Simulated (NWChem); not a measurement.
## Basis-set convergence for HFSi

```xyz
3

Si    -0.4557     0.4058     0.0000
H      0.5519     1.5805     0.0000
F      0.6476    -0.8069     0.0000
```
Charge 0, spin multiplicity 1.

Program: NWChem. All single points use one geometry, from B3LYP/def2-SVP, a minimum by its harmonic frequencies.

Quantity: first vertical ionisation energy at the level G0W0@PBE0.

The structure started from a generated list of species.

```csv
basis,functions,first vertical ionisation energy (eV)
def2-SVPD,55,…
def2-TZVP,74,9.54
def2-TZVPP,87,…
def2-TZVPD,92,9.54
```

What belongs in the gaps?


- def2-SVPD, first vertical ionisation energy (eV): 9.32
- def2-TZVPP, first vertical ionisation energy (eV): 9.62
